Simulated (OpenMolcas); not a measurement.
**InClF2 (SMILES [F][In]([F])[Cl]): methods side by side**

The species is InClF2 (4 atoms), meant as a singlet with charge 0. As SMILES, `[F][In]([F])[Cl]`. The coordinates come from a PBE0-D4/def2-TZVP relaxation.

Quantity: the vertical energy of the triplet above the singlet, in eV. The values are calculated.

| level | kind | program | value (eV) | CPU time (all runs) |
| --- | --- | --- | --- | --- |
| HF/def2-SVP (core potential) | Hartree–Fock | OpenMolcas | 5.44 | 12 s |
| PBE/def2-SVP (core potential) | GGA | OpenMolcas | 4.53 | 54 s |
| revPBE/def2-SVP (core potential) | GGA | OpenMolcas | 4.55 | 66 s |
| TPSS/def2-SVP (core potential) | meta-GGA | OpenMolcas | 4.65 | 81 s |
| B3LYP/def2-SVP (core potential) | global hybrid | OpenMolcas | 4.95 | 32 s |
| BHLYP/def2-SVP (core potential) | global hybrid | OpenMolcas | 5.41 | 26 s |
| M06-2X/def2-SVP (core potential) | hybrid meta-GGA | OpenMolcas | 5.74 | 40 s |
| PBE0/def2-SVP (core potential) | global hybrid | OpenMolcas | 5.15 | 46 s |

Spin-orbit coupling, which can split open shells on such heavy atoms by tenths of an eV, is left out. The values span 4.53 to 5.74 eV. A triplet this far above the singlet is often a Rydberg-like or dissociative state; sets without diffuse functions put Rydberg states too high. Times are those of the runs behind each value, whatever else they computed, on shared processors of several kinds: orders of magnitude only.
